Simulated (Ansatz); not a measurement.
```yaml
crystal:
  periodic: [false, false, false]
  atoms:
    - {symbol: Te, position_ang: [0.004508, 0.005466, -0.925927]}
    - {symbol: F, position_ang: [1.348929, 0.017651, 0.480662]}
    - {symbol: F, position_ang: [-1.384263, 0.055235, 0.395929]}
basis:
  gaussian: {orbitals: def2-mTZVP}
hamiltonian: {xc: {name: B97M-V}}
scf: {lower_state_search: light}
output: {forces: true}
```

```sh
$ ansatz run in.yaml --threads 4 --pin off --events-out ev --progress --plain --max-ram 3916MiB
```

It prints (some lines left out):

```
Functional definition: B97M-V
646 factors; their error is unknown
mean field evaluation 1: about -12722.4044 eV, gradient 5.3e1 eV
mean field evaluation 2: about -12685.6209 eV, gradient 1.5e2 eV
mean field evaluation 4: about -12726.7816 eV, gradient 9.8e0 eV
mean field evaluation 8: about -12726.8216 eV, gradient 5.7e-1 eV
mean field evaluation 16: about -12726.8218 eV, gradient 7.8e-5 eV
mean field -12726.82178925 eV, -467.7020742054 hartree, gradient 7.8e-5 eV, S^2 0.000000; 0 other end points of the search recorded, 0 dependent functions left out
reference -12726.82183197 eV, -467.7020757751 hartree; 21, 21 occupied and 53, 53 virtual orbitals, 646 factors
Total energy: -12726.82183197 eV, -467.7020757751 hartree
Atom 0 at     0.004508     0.005466    -0.925927 Å, force     0.379758     0.015644     0.940322 eV/Å
Atom 1 at     1.348929     0.017651     0.480662 Å, force    -0.366979    -0.009818    -0.672831 eV/Å
Atom 2 at    -1.384263     0.055235     0.395929 Å, force    -0.012779    -0.005826    -0.267491 eV/Å
Dipole moment:    -0.005832    -0.015315    -0.685271 e Å
```

Run time 3 s (4 threads of Intel Xeon on a shared host).

In the def2 sets Te takes a core potential; there is no spin–orbit coupling.
